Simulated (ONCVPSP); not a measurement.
# What the settings do to the ONCV potential of selenium (Se)

Base potential:

Se, optimised norm-conserving Vanderbilt (ONCV), made with ONCVPSP 4.0.1 (PBE, fully relativistic). Core [Ne], reference 3s2 3p6 3d10 4s2 4p4. Waves: 3s+4s: rc 0.80 bohr, ncon 5, nbas 10, qcut 12.9 1/bohr, 2 projectors; 3p+4p: rc 0.95 bohr, ncon 4, nbas 9, qcut 15.5 1/bohr, 2 projectors; 3d: rc 0.55 bohr, ncon 4, nbas 9, qcut 20.8 1/bohr, 3 projectors, debl 3.8 Ha; f scattering state at 0.29 Ha: rc 1.00 bohr, ncon 3, nbas 6, qcut 12.1 1/bohr, 3 projectors, debl 3.9 Ha. Local part: polynomial inside 0.55 bohr (lpopt 5, dvloc0 0 Ha). Core correction: Teter function, fcfact 4, rcfact 1.45.

Open shells are filled in proportion to 2j + 1.

Cutoffs, loose and tight: the cutoffs (Ha) at which the residual kinetic energy of the hardest occupied pseudo-wave falls to 1 and 0.1 mHa per electron. They do not see the model core or the augmentation charge, which bear on the density cutoff. Test errors are all-electron minus pseudo excitation energies from the reference, over the configurations 3s2 3p6 3d10 4s2 4p3; 3s2 3p6 3d10 4s2 4p2; 3s2 3p6 3d10 4s2 4p1; 3s2 3p6 3d9 4s2 4p5. A dash means not determined; rows that change the core or the reference have their own tests.

```tsv
change	outcome	cutoff, loose	cutoff, tight	bound ghosts	GHOST(+) flags above zero	largest test error (meV)
base	generated	384 Ha	987 Ha	none	d5/2, d3/2	+22
core correction Teter function, fcfact 2.9, rcfact 1.45	generated	384 Ha	987 Ha	none	d5/2, d3/2	+22
d: nproj 1	generated	384 Ha	987 Ha	none	none	+25
f: qcut 11.2	generated	384 Ha	987 Ha	none	d5/2, d3/2	+22
core correction Teter function, fcfact 4, rcfact 1.12	generated	384 Ha	987 Ha	none	d5/2, d3/2	+23
```

(1) What comes out with this change to the base: functional LDA (Perdew-Wang 92)?

(2) What comes out with this change to the base: scalar-relativistic?

(3) What comes out with this change to the base: reference 3s2 3p6 3d10 4s2 4p3.5?

## Answers

(1) outcome: generated; cutoff, loose: 395 Ha; cutoff, tight: 987 Ha; bound ghosts: none; GHOST(+) flags above zero: d5/2, d3/2; largest test error (meV): +24.

(2) outcome: generated; cutoff, loose: 344 Ha; cutoff, tight: 985 Ha; bound ghosts: none; GHOST(+) flags above zero: d; largest test error (meV): +8.1.

(3) outcome: generated; cutoff, loose: 385 Ha; cutoff, tight: 987 Ha; bound ghosts: none; GHOST(+) flags above zero: d5/2, d3/2; largest test error (meV): -16.
